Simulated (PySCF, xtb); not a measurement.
C₄H₉NS, SMILES C/N=C(\C)SC.

xtb with GFN2-xTB at its own geometry gives an orbital gap of 3.85 eV and a dipole moment of 1.34 D.

Coordinates come from a B3LYP-D3(BJ)/def2-SVP optimisation. The structure was generated by enumeration; whether it is a known compound was not checked.

Problem. What does PBE/def2-TZVP run with PySCF give? (Estimate from the structure and the level; the computed values follow.)

Solution. gap 4.41 eV (levels -5.36 and -0.94 eV), dipole 0.98 D.
